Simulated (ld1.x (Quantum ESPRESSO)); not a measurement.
# u(r) = r·R(r): atom against pseudo-atom (P (Z = 15))

Columns: radius, all-electron u(r) and pseudo u(r) of the 3s shell (level -14.38 eV) of phosphorus in the configuration [Ne] 3s1.5 3p3.5; LDA (PZ), scalar-relativistic, RRKJ scheme, ld1.x (Quantum ESPRESSO) 7.5.

| r (bohr) | all-electron | pseudo |
| --- | --- | --- |
| 0.075 | 0.1816 | 0.0222 |
| 0.150 | -0.0380 | 0.0450 |
| 0.225 | -0.2506 | 0.0694 |
| 0.300 | -0.3637 | 0.0961 |
| 0.375 | -0.3794 | 0.1258 |
| 0.450 | -0.3236 | 0.1594 |
| 0.525 | -0.2230 | 0.1978 |
| 0.600 | -0.0987 | 0.2414 |
| 0.675 | 0.0340 | 0.2908 |
| 0.750 | 0.1648 | 0.3456 |
| 0.825 | 0.2872 | 0.4051 |
| 0.900 | 0.3973 | 0.4677 |
| 0.975 | 0.4933 | 0.5311 |
| 1.050 | 0.5746 | 0.5922 |
| 1.125 | 0.6414 | 0.6483 |
| 1.200 | 0.6945 | 0.6965 |
| 1.275 | 0.7349 | 0.7353 |
| 1.350 | 0.7638 | 0.7638 |
| 1.425 | 0.7826 | 0.7826 |
| 1.500 | 0.7924 | 0.7924 |
| 1.575 | 0.7946 | 0.7946 |
| 1.650 | 0.7901 | 0.7901 |
| 1.725 | 0.7802 | 0.7802 |
| 1.800 | 0.7658 | 0.7658 |
| 1.875 | 0.7477 | 0.7477 |
| 1.950 | 0.7268 | 0.7268 |

**Question.** How many radial nodes do the two functions have?

**Answer.** The all-electron 3s function has n − l − 1 = 2; the pseudo-wave has 0, since the states of the same l below it are removed with the core.

**Question.** At about which radius was the pseudo-wave matched?

**Answer.** 1.50 bohr. The columns agree to 0.0005 from 1.27 bohr on; several derivatives are matched, so the curves merge somewhat inside the radius.

**Question.** Is the pseudo-wave norm-conserving?

**Answer.** Yes: the RRKJ scheme keeps the norm inside the radius equal to the all-electron one, which fixes the energy derivative of the logarithmic derivative at the level.
